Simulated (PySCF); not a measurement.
Compound: C₃H₈F₂Si₂.
Geometry (PBE0-D3(BJ)/def2-SVP, Å), atoms numbered from 1 in this order:
```
atom  x, y, z in Å
F1     1.5939   -0.9035    1.3414
C2     2.0424   -0.0460    0.3761
F3     2.6106    1.0186    1.0013
Si4    0.5201    0.5120   -0.6551
C5    -0.7841    1.1909    0.5359
Si6   -1.7124   -0.4630    0.3264
C7    -0.5289   -1.0100   -1.0718
H8     2.8386   -0.5706   -0.1852
H9     0.9844    1.3852   -1.7764
H10   -1.3427    2.0589    0.1525
H11   -0.4153    1.4336    1.5435
H12   -3.1345   -0.3157   -0.1146
H13   -1.6523   -1.3376    1.5338
H14   -0.0382   -1.9867   -0.9471
H15   -0.9985   -0.9808   -2.0674
```

Linear response at B3LYP/def2-SVPD (PySCF, frozen core in the response, non-relativistic).

Static isotropic polarisability: 88.60 au (13.13 Å³), principal values 80.6, 82.6, 102.6 au.

Question: What is the polarisability at 1064 nm and at the sodium D line?

Answer: 89.42 au at 1064 nm (+0.9 %), 91.34 au at 589.3 nm (+3.1 %). The rise at 589.3 nm is 3.36 times that at 1064 nm; a pure ω² law gives 3.26. The lowest singlet lies at 200 nm, shorter than both wavelengths.

Question: What is the isotropic C6 coefficient between two such molecules, C6 = (3/π)∫α(iω)² dω?

Answer: 3020 au (Eh·bohr⁶) by a ten-point quadrature over imaginary frequencies, which is 1800 eV·Å⁶ or 174 J·nm⁶/mol.

Question: Which effective excitation energy ω̄ makes London's formula C6 = (3/4)α²ω̄ exact here?

Answer: ω̄ = 4·C6/(3α²) = 0.513 Eh = 14.0 eV. A one-pole form α(ω) = α/(1 − ω²/ω̄²) fitted to the 1064 nm value gives 12.2 eV. London's choice of the ionisation energy (9.59 eV, ΔSCF at the same level) gives C6 = 2070 au, 31 % too low.

Question: The lowest 10 singlets have (eV, f): 6.19, 0.000; 6.70, 0.002; 6.81, 0.001; 7.18, 0.000; 7.35, 0.023; 7.41, 0.124; 7.43, 0.017; 7.54, 0.010; 7.63, 0.000; 7.70, 0.007. What share of the static polarisability do they carry in the sum over states α = Σ f/ω²?

Answer: 2.49 au, 2.8 % of α; the largest term, 1.67 au, is that of the state at 7.41 eV. Their oscillator strengths add up to 0.18. Higher states carry the rest.

Question: How many electrons N does the Slater–Kirkwood formula C6 = (3/4)·√N·α^(3/2) need to give this C6?

Answer: N = (4·C6/3)²/α³ = 23.3; the species has 72 electrons in all.

Question: What three-body coefficient follows from the one-pole estimate C9 = (3/4)·α·C6?

Answer: 201000 au. This is an estimate from the two numbers above, not a computed integral.

Question: How anisotropic is the static polarisability, by Δα² = ½[(α1 − α2)² + (α2 − α3)² + (α3 − α1)²]?

Answer: Δα = 21.1 au, or 0.24 of the isotropic value.

Question: What molar refraction at the D line follows from R = (4π/3)·N_A·α′, with α′ the polarisability volume?

Answer: α′ = 13.54 Å³ gives R = 34.14 cm³/mol, for isolated, non-vibrating species.

Question: What n − 1 at the D line would an ideal gas of it have at 273.15 K and 1 atm (2.6868 × 10¹⁹ cm⁻³), by n − 1 = 2π·N·α′?

Answer: 22.85 × 10⁻⁴, a formal value whether or not that pressure can be reached.

One conformer stands for the species.
